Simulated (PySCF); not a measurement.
C₄H₉O, SMILES CC[CH]CO, doublet at its PBE0/def2-SVP optimised geometry (Å):

```
14

C     -1.6165     1.1974    -1.3461
C     -1.3366     0.5160    -0.0009
C     -0.5769    -0.7592    -0.1143
C      0.9002    -0.8004     0.0000
O      1.3404    -2.1311     0.0000
H     -2.1847     2.1311    -1.2093
H     -0.6813     1.4470    -1.8716
H     -2.2023     0.5408    -2.0080
H     -2.3016     0.3257     0.5022
H     -0.7884     1.2186     0.6523
H     -1.0610    -1.6501    -0.5284
H      1.2107    -0.2563     0.9220
H      1.3585    -0.2242    -0.8424
H      2.3016    -2.1311     0.0000
```

Computed with unrestricted PBE0/def2-TZVP run with PySCF. Cells within 0.4 Å of a nucleus heavier than hydrogen are left out (blank, or x).

Map of the log10 of the electron density (e/bohr³), floored at −4 on the plane z = 0.0 Å:

```
|000000000000000000000000000|
|000000000000000000000000000|
|000000000000000000000000000|
|000000000000000000000000000|
|000001111100000000000000000|
|000012222221100000000000000|
|000022333333221000000000000|
|000123444444432000000000000|
|000123455666542100000000000|
|000234566777643211100000000|
|001245678887654333221000000|
|001346788xx8654444432100000|
|001346789xx8765566543100000|
|001346778888777777653200000|
|001235567889888888754210000|
|00012345678xx89xx8754210000|
|00001234678xx88xx8764320000|
|000001245788877888766431000|
|000001245677666899987642000|
|0000002345665568xxx98642100|
|00000012344444689x987642000|
|000000012333345788876532000|
|000000001111234566654321000|
|000000000000123444432210000|
|000000000000001233221000000|
|000000000000000011000000000|
|000000000000000000000000000|
```
Scale: ten equal steps from -4.00 (start of '0') to -0.177 (end of '9'), in the order '0123456789'; x runs from -4.50 to 4.50, y from -4.50 (bottom) to 4.50 (top).
